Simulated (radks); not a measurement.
Problem. Ionisation ladder of lead, from Pb79+ to Pb81+. Each ion is in the ground configuration listed by NIST, and IE = E(next ion) - E(this ion), with E = 0 for the bare nucleus. Method: scalar-relativistic Kohn-Sham, SCAN, spin-polarised, spherical densities, finite nucleus; open shells are filled with parallel spins first (spin-orbit coupling, left out, can overturn this in heavy ions); meta-GGA in the generalised Kohn-Sham scheme; Fermi nuclear charge, rms radius 5.5012 fm; computed with a radial shooting solver on a logarithmic mesh with Libxc functionals.

species  configuration  IE, Delta-SCF (eV)  <r> HOMO (bohr)
Pb79+         [He] 2s1               24992           0.0648
Pb80+             [He]                   ?           0.0160
Pb81+              1s1              101531           0.0159

Estimate the withheld Delta-SCF values.

Solution. Pb80+: 99903 eV (NIST 99491.8).
